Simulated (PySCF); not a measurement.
Gas-phase reaction: SnO + 2 OH → Sn(OH)2 + O. Level: M06-2X/def2-TZVP†; standard pressure 1 bar.

Energies from PySCF, thermal terms from the rigid-rotor harmonic-oscillator model, ideal gas at 1 bar. † marks an energy on the PBE0/def2-TZVP geometry and frequencies. Open shells (unrestricted): OH (multiplicity 2, electronic degeneracy 4), O (multiplicity 3, electronic degeneracy 9); the rest are closed-shell singlets. Spin-orbit splitting is ignored; it lowers the true energy and changes the entropy of OH, O. Sn: scalar-relativistic def2 core potential, no spin-orbit coupling. Sn(OH)2: computed as isolated molecules; such fragments, hydroxides, amides, oligomers or adducts are transient or little studied in the gas. The harmonic model lacks anharmonicity and excited electronic states, which grow with temperature; levels with a mode under 35 cm⁻¹ are left out. Internal rotation in Sn(OH)2 is treated as a harmonic vibration of one conformer, which makes the entropy rough.

| T (K) | 1000/T (1/K) | log10 K |
|---|---|---|
| 500 | 2.0000 | 21.70 |
| 600 | 1.6667 | 16.87 |
| 800 | 1.2500 | 10.88 |
| 1000 | 1.0000 | 7.32 |
| 1200 | 0.8333 | 4.98 |
| 1400 | 0.7143 | ? |

Problem. Fit log10 K = a + b·(1000/T) to the five rows, get the mean ΔH° and ΔS°, and predict log10 K at 1400 K.

Solution. Means: 1000/T = 1.3500, log10 K = 12.350. Sums of products about the means: Sxy = 13.22456, Sxx = 0.922278, so b = Sxy/Sxx = 14.34 and a = 12.350 − (14.34)×1.3500 = -7.01.
ΔH° = −R ln 10 × 1000 K × b = −19.145 × (14.34) = -275 kJ; ΔS° = R ln 10 × a = -134 J/K. The run's own values go from -278 kJ and -140 J/K at 500 K to -265 kJ and -126 J/K at 1400 K.
Prediction at 1400 K: -7.01 + (14.34)×0.7143 = 3.23. The computed value is 3.32, 0.09 from the line.
For scale, ΔH°(298 K) is -279 kJ at this level, -254 kJ at ωB97M-V/def2-TZVP†, and runs from -289 to -128 kJ over the 18 levels computed.
